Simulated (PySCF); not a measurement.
Spinor energies of Re⁵¹⁺ (rhenium, charge +51)

Start: [Ar] 3d6; 3d3/2 filled at m_j = -3/2, -1/2, +1/2, +3/2; 3d5/2 filled at m_j = +3/2, +5/2. Calculated with PySCF 2.14 in an uncontracted even-tempered set (15 s from 14 bohr⁻², ratio 2.8; 12 p from 18 bohr⁻², ratio 2.8; 8 d from 18 bohr⁻², ratio 2.8; 3 f from 61 bohr⁻², ratio 3): generalised Hartree-Fock with the X2C-1e Hamiltonian and a Gaussian nucleus; one run each with spin-orbit coupling (SO) switched off, then screened by Boettger's factors.

```json
{"spinor shell": "1s1/2", "electrons": "2", "ε, spin-free (eV)": "-75202.3", "ε, screened SO (eV)": "-75175.5", "weight of nominal j (screened SO)": "1.000", "rms radius, screened SO (bohr)": "0.0204"}
{"spinor shell": "2s1/2", "electrons": "2", "ε, spin-free (eV)": "-15690.1", "ε, screened SO (eV)": "-15679.7", "weight of nominal j (screened SO)": "1.000", "rms radius, screened SO (bohr)": "0.0820"}
{"spinor shell": "2p1/2", "electrons": "2", "ε, spin-free (eV)": "-14097.0", "ε, screened SO (eV)": "-15142.0", "weight of nominal j (screened SO)": "1.000", "rms radius, screened SO (bohr)": "0.0696"}
{"spinor shell": "2p3/2", "electrons": "4", "ε, spin-free (eV)": "-14097.0", "ε, screened SO (eV)": "-13669.4", "weight of nominal j (screened SO)": "1.000", "rms radius, screened SO (bohr)": "0.0769"}
{"spinor shell": "3s1/2", "electrons": "2", "ε, spin-free (eV)": "-5744.6", "ε, screened SO (eV)": "-5741.4", "weight of nominal j (screened SO)": "1.000", "rms radius, screened SO (bohr)": "0.204"}
{"spinor shell": "3p1/2", "electrons": "2", "ε, spin-free (eV)": "-5259.8", "ε, screened SO (eV)": "-5523.5", "weight of nominal j (screened SO)": "1.000", "rms radius, screened SO (bohr)": "0.194"}
{"spinor shell": "3p3/2", "electrons": "4", "ε, spin-free (eV)": "-5259.8", "ε, screened SO (eV)": "-5149.6", "weight of nominal j (screened SO)": "1.000", "rms radius, screened SO (bohr)": "0.209"}
{"spinor shell": "3d3/2", "electrons": "4", "ε, spin-free (eV)": "-4790.0", "ε, screened SO (eV)": "-4827.3", "weight of nominal j (screened SO)": "0.991", "rms radius, screened SO (bohr)": "0.180"}
{"spinor shell": "3d5/2", "electrons": "2", "ε, spin-free (eV)": "-4790.0", "ε, screened SO (eV)": "-4750.6", "weight of nominal j (screened SO)": "0.991", "rms radius, screened SO (bohr)": "0.183"}
```

| quantity | spin-free | screened SO |
| --- | --- | --- |
| E (hartree) | -14453.99946 | -14477.80409 |
| M_J | 4 | 4 |
| ⟨J²⟩ | 20.000 | 20.006 |
| ⟨L²⟩ | 6.000 | 12.898 |
| ⟨S²⟩ | 6.000 | 2.897 |

Each row is a mean over spinors that exchange with the open shell spreads, by up to 40.724 eV (3p3/2).

Breit and QED terms are absent; they matter most for the inner s and p1/2 levels.

Densities and radii are taken from the X2C orbitals without a picture-change correction, which distorts them close to the nucleus.

Without spin-orbit coupling the j labels of p, d and f shells carry no meaning; the spin-free column gives the mean over the occupied spinors of each nl shell.
